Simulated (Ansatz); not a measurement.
Reaction (substitution at a C–Si bond): `C=C([SiH3])C[SiH3]` + H–F → `C=C(F)C[SiH3]` + SiH₄

Calculated with Ansatz (gas phase, PBE0-D4/def2-TZVP geometries, no zero-point term in ΔE). CCSD(T)/CBS is the MP2 limit (def2-TZVPP, def2-QZVPP) plus CCSD(T) − MP2 in def2-TZVPP, frozen cores. This one scheme is used for every species. DFT in def2-TZVPP. B3LYP here is the variant with VWN-RPA as its local correlation; programs differ in this. One conformer a species, not always the lowest.

```
             species  B3LYP energy (Eh)
`C=C([SiH3])C[SiH3]`         -699.40354
                 H–F         -100.49272
     `C=C(F)C[SiH3]`         -507.96770
                SiH₄         -291.91715
```

**Question.** Work out ΔE.

**Answer.** ΔE = (-507.96770) + (-291.91715) − (-699.40354) − (-100.49272) = 0.01141 Eh = +30.0 kJ/mol. CCSD(T)/CBS gives +61.8 kJ/mol.

Largest T1 diagnostic among the species: 0.012.

The D4 term adds +15.0 kJ/mol with B3LYP and +8.4 kJ/mol with PBE0; it sums over pairs of atoms, weighted by their polarisabilities, and B3LYP, whose exchange is more repulsive, gets the larger term. In def2-TZVPP, CCSD(T) changes the Hartree–Fock value by +28.0 kJ/mol (the triples alone add +3.2 kJ/mol) and MP2 by +40.7 kJ/mol. From PBE to PBE0 (25 % exact exchange), in def2-TZVPP and without D4, ΔE moves by +5.1 kJ/mol.
